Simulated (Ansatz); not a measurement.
Problem. Name a neutral molecule of Si, Sn and H with LUMO energy (PBE0/def2-TZVPP) between -0.45 and -0.15 eV and HOMO energy (ωB97M-V/def2-TZVPP) between -9.65 and -9.35 eV (Ansatz, PBE0-D4/def2-TZVP geometry).

Solution. `[SiH3][SnH]([SiH3])[SiH3]` (-0.45 eV, -9.54 eV); `[SiH3][SnH2][SiH3]` (-0.38 eV, -9.58 eV). Other molecules can fit too; these were computed, each in one conformer that needn't be the lowest.
